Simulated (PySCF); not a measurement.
Stepwise substitution at one centre (Ga SiH3-H). Isolated molecules, 0 K electronic values unless said otherwise. Strings in code marks are SMILES.

Computed with ωB97X-D3(BJ)/def2-TZVP // PBE0-D3(BJ)/def2-TZVP (PySCF 2.14.0). Delta-SCF ions had no search for a lower state. Excitations are Tamm–Dancoff values on a coarser integration grid. The basis has no diffuse functions, so Rydberg states are missing or too high.

```csv
species,S1 oscillator strength,vertical ionisation energy (Delta-SCF) (eV),S1 excitation (TDA) (eV)
0 of 3 SiH3 replaced by H,0.000,9.18,3.59
1 of 3 SiH3 replaced by H (`[SiH3][GaH][SiH3]`),0.000,9.31,3.77
2 of 3 SiH3 replaced by H (`[SiH3][GaH2]`),…,9.92,…
3 of 3 SiH3 replaced by H (`[GaH3]`),–,11.47,–
```

Q: Complete the blanks.

A: 
- 2 of 3 SiH3 replaced by H (`[SiH3][GaH2]`), S1 oscillator strength: 0.005
- 2 of 3 SiH3 replaced by H (`[SiH3][GaH2]`), S1 excitation (TDA) (eV): 4.34
